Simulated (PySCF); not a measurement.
C7H15OPS.
SMILES with atom numbers: `[CH2:1]=[CH:2][CH2:3][P@:4](=[O:5])([CH2:6][CH3:7])[CH2:8][S:9][CH3:10]` (hydrogens: H11, H12 on C1; H13 on C2; H14, H15 on C3; H16, H17 on C6; H18, H19, H20 on C7; H21, H22 on C8; H23, H24, H25 on C10)

Level: PBE0/pcSseg-1 in PySCF, non-relativistic, on one gas-phase PBE0-D3(BJ)/def2-SVP geometry that isn't relaxed in the solvent. The solvent is an IEF-PCM continuum (cavity from Bondi-type radii × 1.2). Only the electrostatic response of the medium enters.

Gas phase at PBE0/pcSseg-1: HOMO -6.38 eV, LUMO -0.12 eV, dipole 2.95 D.

Q: What does the continuum do to the energy, the frontier levels and the dipole at PBE0/pcSseg-1 in cyclohexane and chloroform?

A: 
```
    solvent      ε  E(solvent) − E(gas) (kcal/mol)  polarisation term (kcal/mol)  distortion of the solute (kcal/mol)  HOMO (eV)  LUMO (eV)  dipole (D)
cyclohexane  2.017                           -4.07                         -4.33                                 0.26      -6.39      -0.04        3.42
 chloroform  4.711                           -7.47                         -8.42                                 0.95      -6.41       0.00        3.89
```

The polarisation term is half the interaction of the solute with the surface charges that it induces; the rest is the cost of distorting the solute's density. The sum is the electrostatic part of solvation alone. From cyclohexane to chloroform the lowering changes by a factor 1.84, Onsager's factor (ε − 1)/(2ε + 1) by 1.76 and ε itself by 2.3.

Q: Which radius a makes the point-dipole formula ΔE = −[(ε − 1)/(2ε + 1)]·μ²/a³ give the value in chloroform, with the gas-phase dipole?

A: μ = 1.163 au and |ΔE| = 0.01190 Eh give a = 1.82 Å; the farthest nucleus lies 4.64 Å from the centroid of the nuclei, so such a sphere wouldn't even hold the nuclei. The formula assumes a rigid point dipole at the centre of a sphere.

Q: Which Hirshfeld charges (PBE0/pcSseg-1) respond most in chloroform (means over atoms taken as equivalent)?

A: 
```tsv
atoms	environment	gas (e)	solvent (e)	change
O5	phosphoryl oxygen	-0.396	-0.430	-0.034
S9	sulfide sulfur	+0.008	-0.008	-0.016
H21	methylene hydrogen	+0.049	+0.059	+0.010
H14	methylene hydrogen	+0.046	+0.056	+0.010
H22	methylene hydrogen	+0.050	+0.058	+0.008
H15	methylene hydrogen	+0.054	+0.059	+0.005
```
